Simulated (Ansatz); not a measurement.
Isolated molecules relaxed with PBE0-D4/def2-TZVP in Ansatz; ΔE leaves out vibrations. CCSD(T)/CBS is the MP2 limit (def2-TZVPP, def2-QZVPP) plus CCSD(T) − MP2 in def2-TZVPP, frozen cores. DFT in def2-TZVPP. B3LYP here is the variant with VWN-RPA as its local correlation; programs differ in this. Elements past krypton have def2 core potentials. For Sn outer-core shells are correlated without core-valence functions, which leaves a few kJ/mol of doubt a bond. Each species was taken in one conformer, which may not be the lowest.

Reaction (formal exchange of groups at the Sn–C bond): `CC[CH2][SnH3]` + `CCOCC#N` → `CC[O][SnH3]` + `CCCCC#N`

```
        species  B3LYP energy (Eh)
`CC[CH2][SnH3]`         -334.74040
      `CCOCC#N`         -286.69811
  `CC[O][SnH3]`         -370.67578
      `CCCCC#N`         -250.79800
```

Work out ΔE.

ΔE = (-370.67578) + (-250.79800) − (-334.74040) − (-286.69811) = -0.03527 Eh = -22.1 kcal/mol. CCSD(T)/CBS gives -22.6 kcal/mol.

Largest T1 diagnostic among the species: 0.013.

In def2-TZVPP, CCSD(T) changes the Hartree–Fock value by +3.0 kcal/mol (the triples alone add +0.4 kcal/mol) and MP2 by +2.0 kcal/mol.
